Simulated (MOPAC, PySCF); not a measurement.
HF$_{2}$In, SMILES `[F][InH][F]`, neutral singlet in the gas phase. 

Z-matrix (Å, degrees):
```
In
F 1 1.9338
F 1 1.9338 2 106.67
H 1 1.6753 2 126.67 3 -180.00
```
Charge 0, multiplicity 1.

All levels are single points at this geometry (CAM-B3LYP-D3(BJ)/def2-TZVP); Pople sets use spherical d functions. Orbital energies aren't observables, and empty levels follow the basis.

```json
[
 {"level": "CAM-B3LYP-D3(BJ)/def2-TZVP in PySCF", "HOMO (eV)": "-11.45", "LUMO (eV)": "-0.99", "gap (eV)": "10.46", "dipole (D)": "3.61", "vertical IE, Delta-SCF (eV)": "12.71"},
 {"level": "PBE-D3(BJ)/def2-TZVP in PySCF", "HOMO (eV)": "-8.23", "LUMO (eV)": "-2.77", "gap (eV)": "5.46", "dipole (D)": "3.32", "vertical IE, Delta-SCF (eV)": "11.79"},
 {"level": "TPSSh-D3(BJ)/def2-TZVP in PySCF", "HOMO (eV)": "-9.04", "LUMO (eV)": "-2.24", "gap (eV)": "6.81", "dipole (D)": "3.37", "vertical IE, Delta-SCF (eV)": "12.03"},
 {"level": "B3LYP/6-311+G** (LANL2DZ on In) in PySCF", "HOMO (eV)": "-10.01", "LUMO (eV)": "-2.09", "gap (eV)": "7.92", "dipole (D)": "4.12", "vertical IE, Delta-SCF (eV)": "–"},
 {"level": "B3LYP/6-31G* (LANL2DZ on In) in PySCF", "HOMO (eV)": "-9.18", "LUMO (eV)": "-1.61", "gap (eV)": "7.57", "dipole (D)": "3.15", "vertical IE, Delta-SCF (eV)": "12.01"},
 {"level": "BP86/6-31G* (LANL2DZ on In) in PySCF", "HOMO (eV)": "-7.70", "LUMO (eV)": "-2.17", "gap (eV)": "5.53", "dipole (D)": "2.90", "vertical IE, Delta-SCF (eV)": "–"},
 {"level": "PBE/6-31G* (LANL2DZ on In) in PySCF", "HOMO (eV)": "-7.58", "LUMO (eV)": "-2.11", "gap (eV)": "5.47", "dipole (D)": "2.91", "vertical IE, Delta-SCF (eV)": "11.46"},
 {"level": "SVWN5/6-31G* (LANL2DZ on In) in PySCF", "HOMO (eV)": "-7.73", "LUMO (eV)": "-2.21", "gap (eV)": "5.52", "dipole (D)": "2.99", "vertical IE, Delta-SCF (eV)": "–"},
 {"level": "HF/6-31G* (LANL2DZ on In) in PySCF", "HOMO (eV)": "-13.73", "LUMO (eV)": "0.80", "gap (eV)": "14.53", "dipole (D)": "3.83", "vertical IE, Delta-SCF (eV)": "–"},
 {"level": "AM1 in MOPAC", "HOMO (eV)": "-11.88", "LUMO (eV)": "-1.31", "gap (eV)": "10.58", "dipole (D)": "3.78", "vertical IE, Delta-SCF (eV)": "–"},
 {"level": "PM3 in MOPAC", "HOMO (eV)": "-13.54", "LUMO (eV)": "-3.17", "gap (eV)": "10.36", "dipole (D)": "2.68", "vertical IE, Delta-SCF (eV)": "–"},
 {"level": "PM6 in MOPAC", "HOMO (eV)": "-13.68", "LUMO (eV)": "-0.07", "gap (eV)": "13.61", "dipole (D)": "3.93", "vertical IE, Delta-SCF (eV)": "–"},
 {"level": "PM7 in MOPAC", "HOMO (eV)": "-13.21", "LUMO (eV)": "-0.60", "gap (eV)": "12.61", "dipole (D)": "4.71", "vertical IE, Delta-SCF (eV)": "–"}
]
```
